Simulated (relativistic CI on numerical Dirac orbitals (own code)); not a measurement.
**Sm⁴⁺ (4f4) in a crystal field**

Calculated by Dirac-Coulomb-Breit CI, orbitals from a KLI potential per configuration, a model potential for QED, valence Slater integrals scaled by 0.8, one configuration in a parametric crystal field (own radial code).

Field parameters in Wybourne normalisation; cubic f-shell fields have B⁴₄ = √(5/14) B⁴₀ and B⁶₄ = −√(7/2) B⁶₀. The field is a parameter set, without covalency.

S is read from ⟨S²⟩ = S(S + 1).

Powder χT (cm³ K mol⁻¹) by Van Vleck's formula, with temperature-independent terms:

```
                                                                                                             Field     2 K     5 K    10 K   20 K   50 K  100 K  200 K  300 K
   C2v, B20 = 420, B22 = 340, B40 = 1380, B42 = -40, B44 = -710, B60 = 560, B62 = -440, B64 = 760, B66 = -970 cm⁻¹  0.0221  0.0552    0.11  0.209  0.407  0.594  0.791  0.889
C2v, B20 = -820, B22 = -120, B40 = 190, B42 = -350, B44 = -160, B60 = -370, B62 = -130, B64 = -220, B66 = 930 cm⁻¹   0.024    0.06    0.12  0.237  0.474  0.666  0.847  0.928
                                  D3d, B20 = -90, B40 = 2020, B43 = -680, B60 = -570, B63 = -930, B66 = -1000 cm⁻¹  0.0467   0.116   0.208  0.288  0.392  0.537  0.738  0.853
                                                         D3h, B20 = -200, B40 = -690, B60 = -1090, B66 = 1070 cm⁻¹  0.0386  0.0594  0.0942  0.164  0.361  0.597  0.807  0.899
                                                D4h, B20 = 1980, B40 = -350, B44 = -330, B60 = 270, B64 = 470 cm⁻¹  0.0397  0.0992   0.198  0.386  0.679   0.81  0.909  0.963
                                                                                   Oh, B40 = 1770, B60 = 1180 cm⁻¹  0.0079  0.0198  0.0444  0.148  0.387  0.541  0.693  0.795
```

**Question.** For D4h, B20 = 1980, B40 = -350, B44 = -330, B60 = 270, B64 = 470 cm⁻¹: what effective moment follows at 300 K?

**Answer.** μ_eff = √(8χT) = 2.77 μB. The LS value g√(J(J + 1)) of the free ion's 5I_4 level is 2.68 μB. The ground level is a non-magnetic singlet, so χT starts at zero and rises through temperature-independent paramagnetism and the filling of excited levels.
